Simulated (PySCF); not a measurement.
**Structure from 2D NMR**

Compound of formula C₄H₁₄Si₄. Correlations simulated from computed shifts and the bond graph:

HSQC (one-bond C–H):
```tsv
δH	δC
2.26	26.6
2.24	19.0
1.95	29.6
1.92	26.6
1.91	29.6
```

COSY cross peaks (H two or three bonds apart, from the bond graph; peaks can be absent where the dihedral angle is near 90°):
```tsv
δH	δH
4.61	4.05
4.61	3.95
4.61	2.24
4.16	4.05
4.16	4.00
4.16	3.95
4.05	4.00
4.05	3.95
4.00	3.95
2.26	1.95
2.26	1.92
2.26	1.91
2.24	1.95
2.24	1.91
1.95	1.92
1.95	1.91
1.92	1.91
```

HMBC (two and three bonds, from the bond graph):
```tsv
δH	δC
4.61	29.6, 19.0
4.05	19.0
3.95	19.0
2.26	29.6, 19.0
2.24	29.6, 26.6
1.95	29.6, 26.6, 19.0
1.92	29.6, 19.0
1.91	29.6, 26.6, 19.0
```

- NMR shieldings at PBE0/pcSseg-1/GIAO
- coordinates at the PBE0-D3(BJ)/def2-SVP level
- program: PySCF 2.14
- non-relativistic Hamiltonian, rapidly exchanging positions averaged, one conformer, gas phase

Shifts are taken against calculated references (same method and geometry level): $^{1}$H (31.27 ppm), $^{13}$C (184.41 ppm) vs TMS.

Exchangeable hydrogens are left out of these lists.

Question: Which molecule is this?

Answer: SMILES C1CC([SiH]2[SiH2][SiH2][SiH2]2)C1.

Atom-mapped SMILES (the numbers label the heavy atoms): `[CH2:1]1[CH2:2][CH:3]([SiH:4]2[SiH2:5][SiH2:6][SiH2:7]2)[CH2:8]1`. Each H is labelled by its parent atom. Ha(Si5), Ha(Si6), Ha(Si7) are cis to C3 on the ring; Ha(C1), Ha(C2), Ha(C8) are cis to Si4 on the ring; Hb(Si5), Hb(Si6), Hb(Si7) are trans to C3 on the ring; Hb(C1), Hb(C2), Hb(C8) are trans to Si4 on the ring.

1. δC 29.6 is C2/C8, an sp3 CH2 in a ring (δH 1.95, 1.91).
2. δC 26.6 is C1, an sp3 CH2 in a ring (δH 2.26, 1.92).
3. δC 19.0 is C3, an sp3 CH bonded to Si (δH 2.24).
4. COSY links 4.61–4.05, 4.61–3.95, 4.61–2.24, 4.16–4.05, 4.16–4.00, 4.16–3.95.

This is the structure that produced the data.

Shifts are as computed. Against solution values, carbons near 30 ppm lie about +2 ppm off and those near 130 ppm about +5 ppm. Of 1211 compounds with measured shifts, 218 miss one by over three times the rms of a fit or turn the order of signals round; such compounds aren't used in these exercises.
